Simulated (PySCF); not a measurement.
Compound: 3-ethynylpyridine, C₇H₅N.
Numbering: `[CH:1]#[C:2][c:3]1[cH:4][cH:5][cH:6][n:7][cH:8]1` (hydrogens: H9 on C1; H10 on C4; H11 on C5; H12 on C6; H13 on C8)

Geometry (PBE0-D3(BJ)/def2-SVP, Å), atoms numbered from 1 in this order:
```xyz
13
C7H5N angstrom
C      3.167    0.474    0.140
C      1.970    0.283    0.091
C      0.563    0.052    0.032
C     -0.362    1.092    0.215
C     -1.718    0.800    0.145
C     -2.106   -0.517   -0.105
N     -1.241   -1.513   -0.281
C      0.053   -1.237   -0.214
H      4.227    0.644    0.183
H     -0.009    2.106    0.408
H     -2.469    1.581    0.282
H     -3.169   -0.777   -0.166
H      0.751   -2.069   -0.361
```

Linear response at B3LYP/def2-SVPD (PySCF, frozen core in the response, non-relativistic).

Static isotropic polarisability: 89.67 au (13.29 Å³), principal values 49.2, 82.4, 137.3 au.

Q: What is the polarisability at 1064 nm and at the sodium D line?

A: 91.09 au at 1064 nm (+1.6 %), 94.68 au at 589.3 nm (+5.6 %). The rise at 589.3 nm is 3.53 times that at 1064 nm; a pure ω² law gives 3.26. The lowest singlet lies at 279 nm, shorter than both wavelengths.

Q: What is the isotropic C6 coefficient between two such molecules, C6 = (3/π)∫α(iω)² dω?

A: 2753 au (Eh·bohr⁶) by a ten-point quadrature over imaginary frequencies, which is 1650 eV·Å⁶ or 159 J·nm⁶/mol.

Q: Which effective excitation energy ω̄ makes London's formula C6 = (3/4)α²ω̄ exact here?

A: ω̄ = 4·C6/(3α²) = 0.457 Eh = 12.4 eV. A one-pole form α(ω) = α/(1 − ω²/ω̄²) fitted to the 1064 nm value gives 9.3 eV. London's choice of the ionisation energy (9.03 eV, ΔSCF at the same level) gives C6 = 2000 au, 27 % too low.

Q: How many electrons N does the Slater–Kirkwood formula C6 = (3/4)·√N·α^(3/2) need to give this C6?

A: N = (4·C6/3)²/α³ = 18.7; the species has 54 electrons in all.

Q: How anisotropic is the static polarisability, by Δα² = ½[(α1 − α2)² + (α2 − α3)² + (α3 − α1)²]?

A: Δα = 77.1 au, or 0.86 of the isotropic value.

Q: What does −C6/R⁶ come to at R = 12 Å between centres?

A: -53 J/mol. This is the leading, orientation-averaged term; C8 and higher terms are left out.

Q: What n − 1 at the D line would an ideal gas of it have at 273.15 K and 1 atm (2.6868 × 10¹⁹ cm⁻³), by n − 1 = 2π·N·α′?

A: 23.69 × 10⁻⁴, a formal value whether or not that pressure can be reached.

Q: What molar refraction at the D line follows from R = (4π/3)·N_A·α′, with α′ the polarisability volume?

A: α′ = 14.03 Å³ gives R = 35.39 cm³/mol, for isolated, non-vibrating species.
